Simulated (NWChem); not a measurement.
## Correlation energy of FNa

```
Na
F 1 1.8883
```
Charge 0, spin multiplicity 1.

All runs are NWChem calculations. Structure: optimised with PBE0/def2-SVP, a minimum by its harmonic frequencies.

Basis set: cc-pVDZ. Each correlation energy counts from its own Hartree-Fock reference.

The correlated methods keep 2 core orbitals frozen. The structure started from a generated list of species. Coupled-cluster values serve here as a point of comparison, not as the truth.

**Question.** One of these methods gave a correlation energy of -206.4 mHa. Which?
A) MP2
B) SCS-MP2
C) CR-CCSD[T]

**Answer.** A, MP2. The others give -198.2 (SCS-MP2), -209.9 (CR-CCSD[T]).
